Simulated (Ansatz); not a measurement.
CH6BFO2Si can be A, `OCB(F)O[SiH3]`, or B, `CO[SiH2]B(O)F`.

Gas-phase electronic energies from Ansatz, PBE0-D4/def2-TZVP geometries. CCSD(T)/CBS adds triple-zeta CCSD(T) − MP2 to the extrapolated MP2 energy (def2 sets, frozen cores). Functionals use def2-TZVPP. B3LYP here is the variant with VWN-RPA as its local correlation; programs differ in this. Each species was taken in one conformer, which may not be the lowest.

A:

```xyz
12

O    -0.9084   -0.7748   -0.8416
C     0.2838   -0.3302   -1.4640
B     1.1344    0.4855   -0.4195
F     2.2980    0.9898   -0.8274
O     0.7609    0.7016    0.8474
Si   -0.5147    0.3276    1.8406
H    -1.4352   -1.2750   -1.4675
H     0.8889   -1.1692   -1.8388
H     0.0783    0.3103   -2.3347
H    -1.7737    0.9243    1.3395
H    -0.1736    0.9467    3.1455
H    -0.6388   -1.1367    2.0207
```

B:

```xyz
12

C     1.221   -1.495    0.674
O     0.666   -0.332    0.102
Si   -0.959    0.002    0.117
B    -0.968    1.779   -0.862
O     0.204    2.289   -1.286
F    -2.066    2.481   -1.116
H     1.025   -1.540    1.751
H     2.301   -1.476    0.518
H     0.818   -2.400    0.206
H    -1.464    0.066    1.520
H    -1.720   -1.085   -0.567
H     0.941    1.712   -1.057
```

(1) Which is lower in electronic energy at CCSD(T)/CBS, and by how much? (An estimate is asked.)

(2) Give E(B) − E(A) in kJ/mol with ωB97M-V, MP2/def2-TZVPP, PBE0-D4, HF/def2-TZVPP, CCSD(T)/def2-TZVPP, PBE-D4, B3LYP-D4. (An estimate is asked.)

Largest T1 diagnostic: 0.013.

Results:

(1) Computed: A, by 24.4 kJ/mol.

(2) Computed: ωB97M-V 27.8, MP2/def2-TZVPP 26.6, PBE0-D4 18.5, HF/def2-TZVPP 38.1, CCSD(T)/def2-TZVPP 24.4, PBE-D4 10.6, B3LYP-D4 22.8. None reverses the order clearly.

From PBE to PBE0 (25 % exact exchange), in def2-TZVPP and without D4, E(B) − E(A) moves by +8.1 kJ/mol. In def2-TZVPP, CCSD(T) changes the Hartree–Fock value by −13.7 kJ/mol (the triples alone add −2.7 kJ/mol) and MP2 by −11.5 kJ/mol.
